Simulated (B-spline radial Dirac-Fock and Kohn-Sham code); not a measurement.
# Relativistic shifts of the levels of Ir⁵⁰⁺

System: the Ir⁵⁰⁺ ion, [Ar] 3d9.

Both columns are ΔSCF binding energies of the configuration average from a radial atomic solver: non-relativistic Hartree-Fock with a point nucleus, and Dirac-Fock with a finite nucleus and the Coulomb interaction alone, averaged over the two j levels with weights 2j+1.

| shell | Hartree-Fock (eV) | Dirac-Fock (eV) | shift (eV) | shift (%) |
| --- | --- | --- | --- | --- |
| 1s | 72560.1 | 79377.6 | +6817.45 | +9.40 |
| 2s | 14415.5 | 16273.8 | +1858.31 | +12.89 |
| 2p | 13944.6 | 14595.7 | +651.10 | +4.67 |
| 3s | 5285.6 | 5794.9 | +509.33 | +9.64 |
| 3p | 5072.2 | 5285.1 | +212.92 | +4.20 |
| 3d | 4698.9 | 4712.3 | +13.41 | +0.29 |

Relativity binds 1s, 2s, 2p, 3s, 3p, 3d more strongly, among those listed most of all 2s in relative terms.

Values without a named source are computed, but for edge energies of neutral atoms, which are taken from tables.
